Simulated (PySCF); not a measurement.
```xyz
12

C      0.2971    -1.0482    -0.2805
C     -1.0273    -0.4321    -0.0178
C     -0.6365     1.0361     0.1506
O      0.6823     1.0220     0.6625
C      1.3583    -0.0686     0.0624
H      0.4734    -2.0537    -0.6339
H     -1.4822    -0.8246     0.9039
H     -1.7527    -0.5878    -0.8223
H     -1.2622     1.5868     0.8542
H     -0.6642     1.5501    -0.8217
H      1.9133     0.2659    -0.8337
H      2.1007    -0.4460     0.7763
```

Charge 0, multiplicity 2.

Problem. Give the Mulliken and meta-Löwdin atomic charges from PBE-D3(BJ)/def2-TZVP // PBE0-D4/def2-TZVP in PySCF.

Solution. 
| atom | Mulliken (e) | meta-Löwdin (e) |
|---|---|---|
| C1 | -0.23 | -0.16 |
| C2 | -0.13 | -0.23 |
| C3 | -0.05 | -0.01 |
| O4 | -0.26 | -0.38 |
| C5 | -0.01 | -0.02 |
| H6 | 0.12 | 0.12 |
| H7 | 0.10 | 0.12 |
| H8 | 0.10 | 0.12 |
| H9 | 0.10 | 0.12 |
| H10 | 0.07 | 0.09 |
| H11 | 0.08 | 0.10 |
| H12 | 0.11 | 0.13 |
